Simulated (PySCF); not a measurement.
**Polarisability and C₆ of In (indium, neutral)**

[Kr] 4d10 5s2 5p1, 2P determinant. Computed with PySCF 2.14 in aug-cc-pwCVTZ-PP with ECP28MDF (8s7p6d4f1g, 96 functions), with a scalar-relativistic core potential. Coupled (time-dependent) response in atomic units; α is the mean over directions.

| method | mean α (bohr³) | α xx, yy, zz | C₆ (like pair) | S(−4) |
| --- | --- | --- | --- | --- |
| UHF | 74.67 | 60.66, 102.7, 60.66 | 808.6 | 2953 |
| PBE | 79.78 | 59.72, 119.9, 59.72 | 819.3 | 4607 |
| PBE0 | 74.87 | 58.00, 108.6, 58.00 | 776.1 | 3576 |
| wB97X | 68.49 | 54.94, 95.59, 54.94 | 702.5 | 2724 |

S(−4) is the Cauchy moment in α(ω) = α(0) + S(−4) ω² + …

Reference α: 65 ± 4 bohr³ (recommended; Schwerdtfeger and Nagle, table of static dipole polarizabilities (2023 update)). Published C₆: 779.0 (Chu and Dalgarno (2004); Tang, Norbeck and Certain (1976)).

Spin-orbit coupling is absent.

α(iu) at UHF:

```
u (hartree)  α(iu) (bohr³)
          0          74.67
     0.0500          68.24
      0.100          55.66
      0.200          34.91
      0.300          23.07
      0.500          12.39
      0.750          7.408
       1.00          5.184
       1.50          3.158
       2.00          2.203
       3.00          1.276
       5.00         0.5838
```

A single London oscillator, α(iu) = α/(1 + u²/ω²), gives C₆ = (3/4) ω α². Matching the computed C₆ needs ω = 4 × 808.6 / (3 × 74.67²) = 0.193 hartree.

The components differ because the open shell of this determinant is not spherical; for a pure term their mean is the scalar polarisability.

Energies and moments cover only the electrons outside the core potential.
